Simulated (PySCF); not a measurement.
## Sulfur: a sound run and one with changed settings

Sound run: S⁺ [Ne] 3s2 3p3, S²⁺ [Ne] 3s2 3p2. Calculation: PySCF 2.14, in aug-cc-pV(D+d)Z (5s4p3d, 32 functions); no relativity, point nucleus. The sound run starts from symmetry-adapted Hartree-Fock orbitals and uses a fine grid where one is needed.

A second run was set up differently.

```csv
species,method,sound run (hartree),changed run (hartree),converged
S⁺,UHF,-397.15977,-397.15977,yes
S⁺,B3LYP,-397.74035,-396.75554,yes
S⁺,TPSS,-397.74589,-396.53237,yes
S²⁺,UHF,-396.32475,-396.32475,yes
S²⁺,B3LYP,-396.88527,-395.93009,yes
S²⁺,TPSS,-396.88789,-395.70376,yes
```

Ionisation energy of S⁺:

```csv
method,sound run (eV),changed run (eV)
UHF,22.722,22.722
B3LYP,23.268,22.462
TPSS,23.347,22.548
```

(1) What was changed?
A. radial grid too coarse
B. a valence shell is frozen
C. too few SCF iterations
D. basis contracted for another Hamiltonian

Answers

(1) A. It used radial step 1.2 in ln r (0.13 in the sound run). A coarse radial grid mis-integrates the density and the exchange-correlation energy, with errors of either sign; Hartree-Fock needs no grid.
